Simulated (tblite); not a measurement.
C2H3O, charge -1, singlet, at a GFN2-xTB geometry; GFN1-xTB in tblite 0.6.0.

The tblite input:
```
$ tblite run mol.xyz --method gfn1 --charge -1 --spin 0 --grad --json tblite.json --no-restart

# file mol.xyz
6

O      1.14119970     0.27275617    -0.37828883
C      0.01399973     0.30902939     0.19007090
H     -0.19132679     1.20747699     0.86167798
C     -1.01879722    -0.56413534     0.13347947
H     -1.93523585    -0.39299447     0.68579554
H     -0.97425000    -1.46589618    -0.46246509
```

The log (banner, timings and long lists left out):

```
xTB calculator
 | screened Coulomb repulsion
 | Coulomb electrostatics
 |  * isotropic Klopman-Ohno-Mataga-Nishimoto electrostatics
 |  * onsite third-order electrostatics
 | DFT-D3(BJ) dispersion correction

halogen bonding energy    0.0000000000000E+00 Eh
repulsion energy          1.1274560744664E-01 Eh
dispersion energy        -1.0688864461404E-03 Eh
number of electrons       1.8000000000000E+01 e
integral cutoff           1.9731147476801E+01 bohr

------------------------------------------------------------
  cycle        total energy    energy error   density error
------------------------------------------------------------
      1     -10.56419063387  -1.0675867E+01   7.1655458E-01
      2     -10.71391069996  -1.4972007E-01   4.0244549E-01
      3     -10.71303494950   8.7575046E-04   1.4540173E-01
      4     -10.71180150035   1.2334492E-03   9.1824328E-02
      5     -10.72238220683  -1.0580706E-02   4.2042423E-03
      6     -10.72235768400   2.4522832E-05   4.8090288E-03
      7     -10.72238783753  -3.0153531E-05   5.9512616E-04
      8     -10.72238816628  -3.2874998E-07   7.8833037E-05
      9     -10.72238814281   2.3471941E-08   1.5170980E-04
     10     -10.72238816545  -2.2640947E-08   5.5094545E-05
     11     -10.72238816848  -3.0273544E-09   1.7825913E-05
------------------------------------------------------------

electronic energy        -1.0834064889478E+01 Eh
total energy             -1.0722388168477E+01 Eh

Post processing:
 | Mayer-Wiberg bond orders

[Info] Tight-binding results written to 'tblite.txt'
[Info] JSON dump of results written to 'tblite.json'
```
